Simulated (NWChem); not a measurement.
System: AgH₂OBr; SMILES [OH2]->[Ag][Br]

```xyz
5

Ag     0.0247    -0.6614     0.0000
Br    -0.0085     1.7379     0.0000
O     -0.0059    -2.8902     0.0000
H     -0.4087    -3.3108     0.7690
H     -0.4087    -3.3108    -0.7690
```
Atoms are numbered in this order, from 1.

Program: NWChem. Structure relaxed at the PBE0/def2-SVP level. def2 effective core potentials on Ag; no spin-orbit coupling. Ions are spin-unrestricted doublets at the neutral geometry; other ion states weren't tried. Functional: LC-ωPBE (HJS hole) with def2-SVP; rows give the range parameter ω in 1/bohr.

**Question.** At which range parameter does −ε(HOMO) equal the ΔSCF ionisation energy (optimal tuning)?

**Answer.** about 0.37 per bohr, by linear interpolation in these runs:
| range parameter (1/bohr) | vertical ionisation energy, ΔSCF (eV) | −ε(HOMO) (eV) | ΔSCF minus −ε(HOMO) (eV) |
|---|---|---|---|
| 0.05 | 8.80 | 6.04 | 2.76 |
| 0.10 | 8.81 | 6.73 | 2.08 |
| 0.35 | 8.89 | 8.80 | 0.09 |
| 0.40 | 8.89 | 9.03 | -0.14 |
